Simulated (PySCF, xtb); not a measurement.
Zn(SeH)(SiH3) (H4SeSiZn), SMILES [SiH3][Zn][SeH].

GFN2-xTB in xtb at its own geometry gives an orbital gap of 3.27 eV and a dipole moment of 5.44 D.

The structure is a stationary point at B3LYP-D3(BJ)/def2-SVP. The structure was generated by enumeration; whether it is a known compound was not checked. The values are those of a single conformer.

What does PySCF with PBE/def2-TZVPD give? (An estimate is asked for; the answer gives what the named calculation found.)

gap 3.84 eV (levels -5.85 and -2.02 eV), dipole 1.01 D.
